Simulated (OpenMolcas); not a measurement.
**Multiplet structure of Si2+**

- Program: OpenMolcas 26.06
- Method: RASSCF
- Basis: ANO-RCC-VTZP [5s4p2d1f]
- Scalar Hamiltonian: DKH2, point nucleus
- Active space: 2 electrons in 9 orbitals (RAS2 3s 3p; RAS3 3d, at most 2 electrons)
- State averaging: 2S+1 = 3 even, 3 roots; 2S+1 = 1 even, 7 roots; 2S+1 = 3 odd, 3 roots; 2S+1 = 1 odd, 3 roots
- Spin-orbit coupling: state interaction with AMFI integrals over the reference wave functions, term energies averaged over their components

With spin-orbit coupling, above the lowest level:

| Configuration | Term | J | E (cm-1) | Measured (cm-1) | g | Term weight % |
| --- | --- | --- | --- | --- | --- | --- |
| 3s2 | 1S | 0 | 0.0 | 0.0 |  | 100 |
| 3s 3p | 3P* | 0 | 50618 | 52725 |  | 100 |
| 3s 3p | 3P* | 1 | 50725 | 52853 | 1.501 | 100 |
| 3s 3p | 3P* | 2 | 50940 | 53115 | 1.501 | 100 |
| 3s 3p | 1P* | 1 | 83647 | 82884 | 1.000 | 100 |
| 3p2 | 1D | 2 | 120110 | 122215 | 1.000 | 100 |
| 3p2 | 3P | 0 | 127818 | 129708 |  | 100 |
| 3p2 | 3P | 1 | 127924 | 129842 | 1.501 | 100 |

Against the 7 measured excited levels shown (NIST levels in Kelleher and Podobedova, J. Phys. Chem. Ref. Data 37, 1285 (2008)) the mean absolute deviation is 1900 cm-1; the largest miss in energy is 3s 3p 3P* 2: computed 50940, measured 53115 cm-1 (-4.1 %).

Configurations are named by rounded mean occupations; where the s occupation lies near a half they are strongly mixed, a name can repeat and a true partner stay unpaired. Active for correlation alone: 3d; no level in the range computed is led by a configuration that fills it, so any true level of that kind is missing. Some terms mix strongly with configurations of 3d, whose occupation reaches 0.32 (3p2 1D). Measured partners are found by configuration, term and J. A level has none where our copy of the source lacks it or the pairing is in doubt (some pairs that miss far off the trend of their configuration count as doubtful), and it then counts in no deviation. Levels of configurations outside the active space are missing. The first state left out of the spin-orbit step lies near 160000 cm-1 above the lowest spin-free state of the reference (among the parities and spins computed), and the list stops at four fifths of that energy or lower.

The term weight is that of the spin-free term in the level, not the purity of its configuration. * marks odd parity.
